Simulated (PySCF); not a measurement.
**Ionisation energy along the 8-electron series**

Calculated with PySCF 2.14 and a two-component X2C-1e Hamiltonian (Gaussian nucleus, no Breit or QED terms), each ion in its own even-tempered basis scaled to its charge; GMP2 freezes nothing and drops the highest virtual spinors. Values in eV. NIST values: (m) measured, (s) semi-empirical, (t) theoretical.

```tsv
ion	configuration	GHF (spin-free)	GMP2 (spin-free)	GHF (screened spin-orbit)	GMP2 (screened spin-orbit)	NIST
Ar¹⁰⁺	[He] 2s2 2p4	537.50	539.01	538.35	539.84	540.4 ± 0.6 (s)
K¹¹⁺	[He] 2s2 2p4	627.88	629.40	628.97	630.47	631.1 ± 0.9 (s)
Ca¹²⁺	[He] 2s2 2p4	725.14	726.67	726.52	728.03	728.6 ± 1.1 (s)
```

Between Z = 18 and Z = 20 the GMP2 (screened spin-orbit) value grows as Z to the power 2.84.
